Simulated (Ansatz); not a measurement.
`[F][Hf]([F])([Cl])[c]1ccccc1` and `CC(C)Cc1ccccc1` differ in one atom or group.

Ansatz, PBE0-D4/def2-TZVP geometries, multiplicity 1. Each molecule was computed in one conformer, which needn't be the lowest.

Elements past krypton have def2 core potentials.

```csv
property,`[F][Hf]([F])([Cl])[c]1ccccc1`
size of the dipole moment (PBE/def2-TZVPP) / D,2.05
LUMO energy (ωB97M-V/def2-TZVPP) / eV,0.37
LUMO energy (B3LYP/def2-TZVPP) / eV,-1.84
size of the dipole moment (ωB97M-V/def2-TZVPP) / D,1.86
LUMO energy (PBE0/def2-TZVPP) / eV,-1.65
LUMO energy (PBE/def2-TZVPP) / eV,-2.46
```

Problem. Give the same properties after the change, and the shifts. (An estimate is asked.)

Solution. The calculation gave: 
| property | `CC(C)Cc1ccccc1` | shift |
| --- | --- | --- |
| size of the dipole moment (PBE/def2-TZVPP) / D | 0.35 | -1.70 |
| LUMO energy (ωB97M-V/def2-TZVPP) / eV | 1.80 | 1.43 |
| LUMO energy (B3LYP/def2-TZVPP) / eV | -0.36 | 1.48 |
| size of the dipole moment (ωB97M-V/def2-TZVPP) / D | 0.32 | -1.54 |
| LUMO energy (PBE0/def2-TZVPP) / eV | -0.17 | 1.48 |
| LUMO energy (PBE/def2-TZVPP) / eV | -1.08 | 1.38 |

With PBE0 the HOMO rises by 0.74 eV and the LUMO rises by 1.48 eV, so the gap widens by about 0.74 eV. PBE moves the HOMO by 0.72 eV and ωB97M-V by 0.73 eV. Dipoles are sizes alone; their direction can turn.

B3LYP here is the variant with VWN-RPA as its local correlation; programs differ in this.
